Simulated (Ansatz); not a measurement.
`C[NH][GeH]([F])[F]` + `FC(F)(F)C(Cl)Cl` → `C[NH][GeH]([F])[Cl]` + `FC(Cl)C(F)(F)F` at 298.15 K and 1 bar (formal exchange of groups at a Ge–F bond).

Computed with Ansatz on PBE0-D4/def2-TZVP structures; ΔE is electronic, products minus reactants. CCSD(T)/CBS adds triple-zeta CCSD(T) − MP2 to the extrapolated MP2 energy (def2 sets, frozen cores). For Ge outer-core shells are correlated without core-valence functions, which leaves a few kJ/mol of doubt a bond. Scalar relativity is left out up to krypton. Each species was taken in one conformer, which may not be the lowest.

```json
{"species": "`C[NH][GeH]([F])[F]`", "CCSD(T)/CBS energy (Eh)": "-2371.54669", "H − E (kJ/mol)": "198.1", "S (J/(mol·K))": "355.7"}
{"species": "`FC(F)(F)C(Cl)Cl`", "CCSD(T)/CBS energy (Eh)": "-1295.63294", "H − E (kJ/mol)": "110.8", "S (J/(mol·K))": "352.2"}
{"species": "`C[NH][GeH]([F])[Cl]`", "CCSD(T)/CBS energy (Eh)": "-2731.53480", "H − E (kJ/mol)": "196.4", "S (J/(mol·K))": "368.2"}
{"species": "`FC(Cl)C(F)(F)F`", "CCSD(T)/CBS energy (Eh)": "-935.64258", "H − E (kJ/mol)": "114.3", "S (J/(mol·K))": "342.8"}
```

H − E and S are ideal-gas, rigid-rotor, harmonic terms from PBE0-D4/def2-TZVP, for one conformer and one mirror image of each species. 1 Eh = 2625.50 kJ/mol, R = 8.31446 J/(mol·K).

Problem. By hand: ΔE, ΔH, ΔS and ΔG.

Solution. ΔE = (-2731.53480) + (-935.64258) − (-2371.54669) − (-1295.63294) = 0.00225 Eh = 5.9 kJ/mol. Δ(H − E) = 196.4 + 114.3 − 198.1 − 110.8 = 1.8, so ΔH = 7.7 kJ/mol. ΔS = 368.2 + 342.8 − 355.7 − 352.2 = 3.1 J/(mol·K). ΔG = 7.7 − 298.15 × (3.1)/1000 = 6.8 kJ/mol.

Problem. By hand: the equilibrium constant, and the temperature at which ΔG would vanish if ΔH and ΔS stayed fixed.

Solution. log₁₀ K = −ΔG/(RT ln 10) = -1.2. ΔG = 0 at ΔH/ΔS = 2484 K, though so small a ΔH makes that figure unsure.

The number of gas molecules stays the same, so ΔS is small and ΔH decides. A doubt of 5 kJ/mol in ΔE shifts log₁₀ K by 0.9 here. Other conformers and mirror images would add mixing entropy, several J/(mol·K) or more a flexible species. Modes under 60 cm⁻¹, often nearly free rotors, make the harmonic entropy too high. These are equilibria of isolated gas molecules and say nothing of rates. Largest T1 diagnostic: 0.012 (customary marks: 0.02 for closed shells, 0.045 for open ones).
